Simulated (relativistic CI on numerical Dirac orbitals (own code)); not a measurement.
## Ho8+: sensitivity of the levels to the model

Base calculation: Dirac-Coulomb-Breit CI, separate exchange-only KLI orbitals for each configuration, QED by a radiative potential, unscaled Slater integrals.

CI space (outside the closed core [Kr] 4d10): 4f10 5s2 5p, 4f11 5s2, 4f10 5s2 5d, 4f12 5p, 4f12 5s, 4f11 5s 5p, 4f11 5p2, 4f11 5s 6s. The list is cut by size and lacks configurations that can hold low levels.

Variants: (1) valence Slater integrals scaled by 0.9; (2) QED terms removed; (3) only the first configuration. Shifts of the energy above 4f10 5s2 5p 6H°_15/2, in cm⁻¹, for the lowest level and the first level of each name with at least 55 % of one term (blank where a level changes its place among those of its configuration and J or its character, or is not in the variant):

| Level | Base | Δ(1) | Δ(2) | Δ(3) |
| --- | --- | --- | --- | --- |
| 4f10 5s2 5p 6H°_15/2 | 0.0 | 0.0 | 0.0 | 0.0 |
| 4f10 5s2 5p 6P°_3/2 | 24396.5 | -1954.5 | -23.0 | +1.9 |
| 4f10 5s2 5p 6G°_3/2 | 27127.1 | -1878.1 | -38.9 | +0.2 |
| 4f10 5s2 5p 6H°_5/2 | 36361.8 | -2333.5 | -50.1 | +2.7 |
| 4f10 5s2 5p 4K°_17/2 | 38169.8 |  | -22.2 | -0.3 |
| 4f10 5s2 5p 4D°_1/2 | 44159.6 | -3610.4 | -35.8 | +15.4 |
| 4f10 5s2 5p 4L°_19/2 | 45506.2 | -3946.6 | -27.0 | -0.4 |

At this charge configurations can still be misplaced by up to about 7 % of their energy. Terms inside the open d or f shell come out 10 to 20 % too wide with unscaled integrals. Levels and lines within the n = 5 or 6 shells can be off by up to 10 % or somewhat more, and those that change n by about 2 %, since core polarisation is missing.

Ionisation energy from the two ground configurations alone: base 128.172 eV; valence Slater integrals scaled by 0.9 128.388 eV; QED terms removed 128.146 eV. The NIST ASD value (theoretical) is 155 eV. The gap of more than 2 % comes from missing correlation, or from a tabulated value that is itself an estimate.

LS names give the leading component of a level, which can be under half, so a name can repeat, a term be missing and a line seem to break the LS rules.
